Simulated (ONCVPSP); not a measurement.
**Transferability test, ONCV potential for tellurium**

| Item | Value |
| --- | --- |
| Element | tellurium (Te) |
| Generator | ONCVPSP 4.0.1 |
| Type | optimised norm-conserving Vanderbilt (ONCV) |
| Functional | LDA (Perdew-Wang 92) |
| Relativity | scalar-relativistic |
| Frozen core | [Kr] |
| Valence charge | 16 |
| Reference configuration | 4d10 5s2 5p4 |
| Partial waves | 5s: rc 1.65 bohr, ncon 5, nbas 9, qcut 3.5 1/bohr, 3 projectors, debl 1.2 Ha; 5p: rc 1.70 bohr, ncon 3, nbas 7, qcut 4.3 1/bohr, 2 projectors, debl 1.8 Ha; 4d: rc 1.15 bohr, ncon 4, nbas 9, qcut 15.9 1/bohr, 1 projector |
| Local potential | polynomial inside 1.00 bohr (lpopt 5, dvloc0 6 Ha) |
| Core correction | Teter function, fcfact 4.5, rcfact 1.25 |

Energies are relative to the spin-unpolarised reference configuration 4d10 5s2 5p4; without spin polarisation the order of configurations can differ from experiment.

| valence configuration | charge | ΔE all-electron (eV) | error AE − PS (meV) |
| --- | --- | --- | --- |
| 4d10 5s2 5p3 | +1 | 9.910 | -3.7 |
| 4d10 5s2 5p2 | +2 | 28.078 | -6.9 |

(1) What are ΔE and the potential's error for 4d10 5s2 5p1?

(2) What are ΔE and the potential's error for 4d10 5s2 5p0?

Levels in the configuration 4d10 5s2 5p0:

```csv
level,all-electron (eV),pseudo (eV)
4d,-84.743,-84.357
5s,-53.772,-53.721
```

Note: ghosts flagged at negative energy: s at -164.5 eV; GHOST(+) flagged for p at 41.6 eV, s at 413.5 eV. A true bound ghost makes a file unfit for plane-wave use.

Answers

(1) ΔE = 55.305 eV all-electron; the error (AE − PS) is -5.5 meV.

(2) ΔE = 92.207 eV all-electron; the error (AE − PS) is +7.3 meV.
